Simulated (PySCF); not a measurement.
Species: C2H8NO2Si3 (doublet state).
Structure used (GFN2-xTB), in Å, numbered top down from 1:
```
atom  x, y, z in Å
C1    -0.2859   -1.8162   -1.5656
Si2    0.0905   -0.1861   -0.7002
C3     0.4294    1.2034   -1.9093
N4     0.6829    2.0458   -2.6428
O5     1.4044   -0.3317    0.2287
Si6    2.3901    0.2498    1.3922
O7    -1.1632    0.3154    0.1901
Si8   -1.8497    0.7136    1.6067
H9     0.5940   -2.2101   -2.0634
H10   -0.6317   -2.5633   -0.8571
H11   -1.0610   -1.6832   -2.3138
H12    3.6822    0.4019    0.7414
H13    1.8039    1.4338    2.0055
H14   -0.9965    0.2403    2.6981
H15   -1.9597    2.1702    1.6004
H16   -3.1374    0.0255    1.5777
```

The hyperfine couplings belong to this conformer and change with its torsions.

The species is `C[Si@](C#N)(O[SiH2])O[SiH3]` [radical].

The calculation used UKS B3LYP, pcH-1 on C H N O Si, non-relativistic, mean-field spin-orbit, GIAO in PySCF 2.14.0. One conformer (not necessarily the lowest) at the GFN2-xTB geometry, without solvent, vibrations or thermal averaging. GFN2-xTB frequencies show an imaginary mode (38i cm⁻¹), so this geometry is no minimum at that level. The geometry wasn't refined by DFT: couplings that depend on bond lengths, twists or pyramidal angles can differ widely from those at the functional's own minimum, by a factor of two or more for some ions and for spin on atoms past the first row. The SCF solution wasn't tested for stability.

(1) Break the g tensor into its mass correction, gauge correction and orbital-Zeeman/spin–orbit terms.

(2) At 9.567 GHz, how far is the centre of the isotropic spectrum from where a free electron (g = 2.002319) resonates?

(3) How much does each term add to the isotropic shift?

(4) In a frozen sample, at which fields do the three g values resonate at 9.5, 34, 94 and 263 GHz (hyperfine left aside), and which band first spreads them over more than twice a line width of 0.3 mT?

Answers

(1) 
| Δg (ppm) | 1 | 2 | 3 |
| --- | --- | --- | --- |
| relativistic mass correction | -146 | -146 | -146 |
| gauge correction | 60 | 18 | 59 |
| orbital Zeeman/spin–orbit | -1050 | -83 | 1958 |
| total | -1136 | -211 | 1870 |

So g = 2.00118, 2.00211, 2.00419 and g_iso = 2.00249; the tensor is rhombic: the two nearest values differ by 31 % of g3 − g1. Axes: g3 points within 11° of the O5–Si6 bond.

(2) B = hν/(g μB) with μB/h = 13.99624 MHz/mT gives 341.37 mT for the free electron and 341.34 mT at g_iso, 0.03 mT lower.

(3) The orbital-Zeeman/spin–orbit term 275, the mass correction -146 and the gauge correction 46 ppm, for a total of 175 ppm. The orbital-Zeeman/spin–orbit term is the largest in size. The mass correction is the same along every axis, so the anisotropy comes from the other two: their spans along these axes are 42 (gauge) and 3008 ppm (orbital Zeeman/spin–orbit).

(4) 
```csv
band,GHz,B(g3) mT,B(g2) mT,B(g1) mT,spread mT
X,9.5,338.67,339.02,339.18,0.51
Q,34.0,1212.07,1213.33,1213.89,1.82
W,94.0,3351.02,3354.51,3356.06,5.03
J,263.0,9375.74,9385.48,9389.82,14.08
```

The spread grows in proportion to the frequency. Q band is the first where it exceeds 0.6 mT.

The largest Mulliken spin population is on Si6 (+0.89). The angles at Si6 add up to 332.5°, so it is pyramidal.

The HOMO–LUMO gaps are 5.30 eV among the α and 6.07 eV among the β orbitals.
